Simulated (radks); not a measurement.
The numbers below are computed, except where a source is named.
All-electron atom: the caesium ion Cs4+ in [Kr] 4d10 5s2 5p3.

Level of theory: Dirac Kohn-Sham, LDA (Slater exchange, Perdew-Wang correlation), spin-unpolarised, spherical densities, point nucleus; open shells fill j = l - 1/2 first (a radial shooting solver on a logarithmic mesh with Libxc functionals).

Energy parts (hartree):
| part | energy |
|---|---|
| total | -7780.2968 |
| kinetic | 8284.2113 |
| electron-nucleus | -18845.5707 |
| Hartree | 2966.1792 |
| exchange-correlation | -185.1166 |

Orbitals (lengths in bohr, moments of r in powers of bohr):
\begin{tabular}{lrrrr}
orbital & occ. & eigenvalue (hartree) & <r^4> & small-component weight \\ \hline
1s1/2 & 2 & -1314.805 & 2.252e-06 & 4.11e-02 \\
2s1/2 & 2 & -207.5623 & 0.0003778 & 8.85e-03 \\
2p1/2 & 2 & -195.4561 & 0.0002395 & 8.89e-03 \\
2p3/2 & 4 & -182.5266 & 0.0002916 & 8.41e-03 \\
3s1/2 & 2 & -44.40394 & 0.01593 & 2.66e-03 \\
3p1/2 & 2 & -39.33749 & 0.01501 & 2.60e-03 \\
3p3/2 & 4 & -36.86051 & 0.01746 & 2.47e-03 \\
3d3/2 & 4 & -27.92497 & 0.01383 & 2.35e-03 \\
3d5/2 & 6 & -27.39846 & 0.01449 & 2.31e-03 \\
4s1/2 & 2 & -9.65139 & 0.4342 & 7.94e-04 \\
4p1/2 & 2 & -7.83085 & 0.5247 & 7.31e-04 \\
4p3/2 & 4 & -7.31960 & 0.6097 & 6.88e-04 \\
4d3/2 & 4 & -4.35120 & 1.042 & 5.47e-04 \\
4d5/2 & 6 & -4.26593 & 1.093 & 5.36e-04 \\
5s1/2 & 2 & -2.42908 & 12.87 & 1.80e-04 \\
5p1/2 & 2 & -1.93054 & 19.63 & 1.49e-04 \\
5p3/2 & 1 & -1.84938 & 22.40 & 1.41e-04 \\
4f5/2 & 0 & -1.13802 & 12.94 & 2.21e-04 \\
4f7/2 & 0 & -1.13213 & 13.26 & 2.19e-04 \\
6s1/2 & 0 & -0.97701 & 211.7 & 5.96e-05 \\
\end{tabular}

The highest occupied level is 5p3/2 at -50.324 eV. The density falls to 0.001 e/bohr^3 at r = 3.40 bohr. Summed over all electrons, <r^2> = 31.95 bohr^2, which gives a Langevin (diamagnetic) susceptibility term of -25.3 x 10^-6 cm^3/mol. For comparison, the ionisation energy in NIST's Atomic Spectra Database is 56 eV (theoretical). In exact Kohn-Sham theory the highest level is minus the ionisation energy, but local and semilocal functionals leave it too shallow, through self-interaction and a potential that decays too fast; potentials with the right tail come closer.

Beside tabulated values, note that spin-unpolarised runs miss the spin-polarisation part of the exchange energy of open shells.
